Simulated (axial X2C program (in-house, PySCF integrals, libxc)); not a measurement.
# Nuclear properties of GeCl⁻

Calculated with an in-house all-electron X2C program for linear molecules (integrals from PySCF): two-component X2C with atomic mean-field Coulomb and Gaunt terms, Gaussian nuclei, basis Ge dyall-acv3z, Cl dyall-av3z with contracted cores.

R = 2.360 Å (near the PBE0 minimum at charge -1 of the determinant lowest at the starting distance; the state shown can have its own minimum elsewhere).

Determinant lowest in the PBE0 search, Ω = 1 (⟨Sz⟩ = 1.00, ⟨Lz⟩ = 0.00 at PBE0), spin on the atoms Ge 1.02, Cl -0.02:

```tsv
level	Eeff magnitude (GV/cm)	Ws magnitude Ge (kHz)	A∥/gI Ge (MHz)	qzz Ge (a.u.)	A∥/gI Cl (MHz)	qzz Cl (a.u.)
PBE0	0.195	0.083	-418	1.87	-18.4	1.50
HF	0.689	0.294	-418	2.10	-2.37	1.37
PBE	0.105	0.0454	-405	1.68	-22.9	1.51
TPSSh	0.186	0.0808	-367	1.91	-15.7	1.49
PBE50	0.301	0.128	-414	2.04	-13.4	1.48
```

Determinant 0.61 eV from it at PBE0 and this distance, Ω = 0 (closed shell), highest spinor 84% Ge p, 6% Cl d, 6% Cl p:

```json
{"level": "PBE0", "qzz Ge (a.u.)": "1.78", "qzz Cl (a.u.)": "1.47"}
{"level": "HF", "qzz Ge (a.u.)": "1.92", "qzz Cl (a.u.)": "1.35"}
{"level": "PBE", "qzz Ge (a.u.)": "1.63", "qzz Cl (a.u.)": "1.47"}
{"level": "TPSSh", "qzz Ge (a.u.)": "1.80", "qzz Cl (a.u.)": "1.45"}
{"level": "PBE50", "qzz Ge (a.u.)": "1.92", "qzz Cl (a.u.)": "1.46"}
```

Eeff is the effective electric field on the electron electric dipole moment in this Ω state and Ws the scalar–pseudoscalar constant of the nucleus named (defined with the proton number Z and per Ω); A∥ (defined per Ω) follows by multiplying with gI = μI/(I μN); qzz is the electric field gradient, eQq0 = 234.96 MHz × Q/barn × qzz. The operators were transformed with the bare-nucleus X2C matrices; with these basis sets, hyperfine constants and field gradients can be off by tens of per cent, and where levels differ in sign neither size nor sign is settled.

Question: With gI(73Ge) = -0.1954, Q(73Ge) = -0.196 barn, Q(35Cl) = -0.08112 barn (g factors from the IAEA table of nuclear moments by Stone; Q from Pyykkö, Mol. Phys. 2018), turn the PBE0 values of the first state into constants in MHz.

Answer: A∥(73Ge) = -418 × -0.1954 = 81.7 MHz; eQq0(73Ge) = 234.96 × (-0.196) × (1.87) = -86.1 MHz; eQq0(35Cl) = 234.96 × (-0.08112) × (1.50) = -28.6 MHz.

Each state is one determinant with collinear spin, which with several unpaired electrons need not be a pure state. Unrestricted Hartree–Fock can overshoot spin polarisation at the nuclei. For an anion, determinants above electron detachment, or with a positive highest level, are held by the basis set. A closed determinant beside an open π² or δ² triplet, such as (π1/2)², mixes with its partner pair into the 0⁺ component of the triplet and ¹Σ⁺, so its energy is not that of a level, and 0⁺ can lie lowest. With several open shells hyperfine constants can be off by a factor of several. Where Eeff spreads by more than a factor of two the levels disagree and none is to be relied on. Open-shell Ω = 0 determinants with evenly filled partner blocks cannot be reached by this program, so the Ω shown need not be the lowest component. The search compared states at one distance, so a state with another bond length can lie lower. Further determinants of the search, some of them spin-mixed, are not shown. Where a field gradient or hyperfine factor spreads by more than a factor of two over the levels, a constant derived from it is not to be relied on. PBE0 term energies can be off by some tenths of an eV.
